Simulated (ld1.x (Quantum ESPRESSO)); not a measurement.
How hard is this zirconium TM potential?

- Element: Zr
- Generator: ld1.x (Quantum ESPRESSO) 7.5
- Type: norm-conserving Troullier–Martins (Kleinman–Bylander form)
- Functional: PBE
- Relativity: scalar-relativistic
- Frozen core: [Kr]
- Valence charge: 4
- Reference configuration: 4d3 5s1 5p0
- Partial waves: 5p (bound, empty): rc 2.90 bohr; 4d (bound): rc 2.25 bohr; 5s (bound): rc 3.40 bohr
- Local potential: the s channel
- Core correction: none

The pseudo-atom Hamiltonian at the reference potential is diagonalised in spherical Bessel functions j_l(qr) that vanish at 20 bohr, with q² up to the cutoff. All-electron valence levels (Ry): 5p -0.0864, 4d -0.1715, 5s -0.2824.

Q: How do the lowest levels (Ry) of each channel move with the cutoff, and are there ghosts?

A:

```
cutoff (Ry)     p #1    p #2     d #1     s #1    s #2    f #1    f #2  Σ f·Δε (mRy)
          8  -0.0793  0.0474   0.0120  -0.2816  0.0010  0.0970  0.2129         551.3
         10  -0.0837  0.0460  -0.0114  -0.2822  0.0009  0.0970  0.2129         480.7
         12  -0.0857  0.0453  -0.0537  -0.2823  0.0009  0.0970  0.2129         353.4
         15  -0.0862  0.0452  -0.0990  -0.2823  0.0009  0.0970  0.2129         217.7
         18  -0.0862  0.0452  -0.1446  -0.2824  0.0009  0.0970  0.2129          80.7
         21  -0.0862  0.0452  -0.1598  -0.2824  0.0009  0.0970  0.2129          35.3
         25  -0.0863  0.0452  -0.1671  -0.2824  0.0009  0.0970  0.2129          13.3
         30  -0.0863  0.0451  -0.1708  -0.2824  0.0009  0.0970  0.2129           2.1
         35  -0.0863  0.0451  -0.1714  -0.2824  0.0009  0.0970  0.2129           0.2
         40  -0.0863  0.0451  -0.1715  -0.2824  0.0009  0.0970  0.2129           0.1
         45  -0.0863  0.0451  -0.1715  -0.2824  0.0009  0.0970  0.2129           0.1
        400  -0.0863  0.0451  -0.1715  -0.2824  0.0009  0.0970  0.2129           0.0
```

Result: no extra level below or beside the all-electron valence levels (p, d, s, f tested); 10 mRy is reached at 30 Ry and 1 mRy at 35 Ry.
